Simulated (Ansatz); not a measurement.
Coupled-cluster diagnostics for CrH₄, Ansatz.

Geometry of the triplet (PBE-D4/def2-TZVP):

Cartesian coordinates in Å:
```
Cr 0.0000 0.0000 0.0000
H -0.1773 -1.5377 0.3967
H 1.2686 0.6036 0.7613
H -1.3098 0.8130 0.4203
H 0.2185 0.1211 -1.5782
```

Correlated methods freeze 5 core orbitals; core or outer-core shells of Cr are correlated, in sets that lack core-valence functions.

Geometry of the charge 0 singlet (PBE-D4/def2-TZVP):

```xyz
5

Cr    0.0684    0.0191    0.2107
H    -0.2246    1.3358    1.0699
H     0.8766   -1.1535    0.9382
H     0.2776    0.2023   -1.3440
H    -0.9981   -0.4037   -0.8748
```

**Question.** Estimate the CCSD(T) correlation energy, the shares of MP2 and (T), T1 and the reference's ⟨S²⟩ for: charge 0, triplet, own geometry in def2-TZVPP; charge 0, triplet, own geometry in def2-TZVPD; charge 0, singlet, own geometry in def2-TZVPP; charge 1, doublet, vertical in def2-TZVPP; charge -1, quartet, vertical in def2-TZVPD; and the rough time on 2 threads of AMD EPYC 7R43 on a shared host.

**Answer.** 
```csv
state,basis,correlation (eV),MP2 share (%),(T) share (%),T1,⟨S²⟩ (pure),wall time,remarks
"charge 0, triplet, own geometry",def2-TZVPP,-16.489,90.4,4.5,0.060,2.97 (2.00),38 s,"flagged by the program, large T1, spin-contaminated"
"charge 0, triplet, own geometry",def2-TZVPD,-13.935,89.6,4.3,0.060,3.00 (2.00),14 s,"flagged by the program, large T1, spin-contaminated"
"charge 0, singlet, own geometry",def2-TZVPP,-18.048,92.4,5.0,0.056,0.00 (0.00),27 s,"large T1, restricted SCF unstable"
"charge 1, doublet, vertical",def2-TZVPP,-15.208,82.5,5.1,0.091,2.83 (0.75),36 s,"flagged by the program, large T1, spin-contaminated"
"charge -1, quartet, vertical",def2-TZVPD,-13.622,87.5,3.9,0.052,3.86 (3.75),19 s,large T1
```
Customary marks for T1 are 0.02 (closed shells), 0.045 (open shells) and about 0.05 (3d metals). T1 exceeds 0.02 in 5 of 5 rows and 0.045 in 5; the higher it lies, the less the single-reference result can be trusted.
